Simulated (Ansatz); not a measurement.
Basis-set extrapolation for FH₆NO₂Si₂ (`O[SiH](O)N[SiH2]F`) (PBE0-D4/def2-TZVP geometry, frozen core, the Gaussian-basis code of Ansatz). Multiplicity 1, RHF reference.

|  | def2-TZVPP | def2-QZVPP |
| --- | --- | --- |
| HF | -885.392502 | -885.426939 |
| MP2 correlation | -1.178565 | -1.277465 |
| CCSD(T) correlation | -1.251399 | not run |

Energies in hartree. Use E(X) = E(∞) + A·exp(−7.88·√X) for Hartree–Fock and E(X) = E(∞) + B·X^(−2.97) for correlation, with X = 3 and 4, and add CCSD(T) minus MP2 of the smaller set to the MP2 limit.

Q: What is the CCSD(T) energy at the basis-set limit?

A: HF limit: -885.426939 + (-0.034437) × 0.13774 = -885.43168. MP2 limit: -1.277465 + (-0.098900) × 0.74074 = -1.35072. Higher-order term: -1.251399 − (-1.178565) = -0.07283. Total: -886.85523 hartree, 132.6 kcal/mol below CCSD(T)/def2-TZVPP.
